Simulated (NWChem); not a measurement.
Molecule: C₂H₅BF₂O; SMILES C[C@H](O)B(F)F

```xyz
11

C     -1.1958    -1.3548     0.4743
C     -0.0761    -0.7423    -0.3671
O      1.1641    -1.3709    -0.1575
B      0.0692     0.7980    -0.0752
F     -0.9735     1.5952    -0.2448
F      1.1860     1.3556     0.3351
H     -0.9455    -1.3134     1.5457
H     -1.3493    -2.4140     0.2082
H     -2.1508    -0.8313     0.3174
H     -0.3861    -0.8072    -1.4356
H      1.0650    -2.3070    -0.3602
```
Atoms are numbered in this order, from 1.

All runs: NWChem. Pople sets run with spherical d functions. Structure relaxed at the PBE0/def2-SVP level. Atomic charges in e: unrestrained fits to the electrostatic potential beside Mulliken populations; buried atoms are poorly determined by the fit.

For level B3LYP/def2-SVP:

- Mulliken C1 = -0.02
- Mulliken C2 = 0.10
- Mulliken O3 = -0.30
- ESP B4 = 0.65
- Mulliken B4 = 0.17
- Mulliken F5 = -0.10

### Question
How do the values read with level Hartree-Fock/6-31G* instead?

### Answer
The Mulliken C1 is -0.54, the Mulliken C2 is -0.05 and the Mulliken O3 is -0.77. The ESP B4 is 0.79, the Mulliken B4 is 0.98 and the Mulliken F5 is -0.39.
